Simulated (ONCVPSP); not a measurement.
N: ONCV pseudisation with PBE, scalar-relativistic reference atom.

ONCVPSP 4.0.1 input, shortened (lines: element, Z, core and valence counts, functional; n l f; lmax; l rc ep ncon nbas qcut; lloc lpopt rc5 dvloc0; l nproj debl; icmod fcfact rcfact), PBE, scalar-relativistic:

```
  N 7.00    1    2        4      upf
    1    0    2.00
    2    0    1.00
    2    1    4.00
    2
    0    0.85    0.00    4    8    7.90
    1    1.55    0.00    5   10    8.60
    2    1.50    0.07    4    9    5.70
    4    5    0.65    0.00
    0    2    0.70
    1    2    2.10
    2    2    3.80
    3    5.00    1.50
```

All-electron outer shells of the reference configuration (PBE, scalar-relativistic, ld1.x):

```json
{"shell": "1s", "level (eV)": "-385.55", "outermost node (bohr)": "–", "outermost maximum (bohr)": "0.15"}
{"shell": "2s", "level (eV)": "-19.03", "outermost node (bohr)": "0.32", "outermost maximum (bohr)": "1.02"}
{"shell": "2p", "level (eV)": "-7.51", "outermost node (bohr)": "–", "outermost maximum (bohr)": "0.97"}
```

What the tests gave:

| Quantity | Value |
| --- | --- |
| Cutoffs needed | 29 Ha and 66 Ha (the cutoffs (Ha) at which the residual kinetic energy of the hardest occupied pseudo-wave falls to 1 and 0.1 mHa per electron) |
| Ghost test | no bound ghost flagged; GHOST(+) flagged for d at 172.0 eV |
| Largest excitation error | +691 meV (all-electron minus pseudo) for 2s2 2p0, out of 4 test configurations |
| rms error of d²Exc/dni dnj | 1.74 mHa without and 1.25 mHa with the model core |

Generation and tests took about 5.9 s on one core of a shared server CPU.
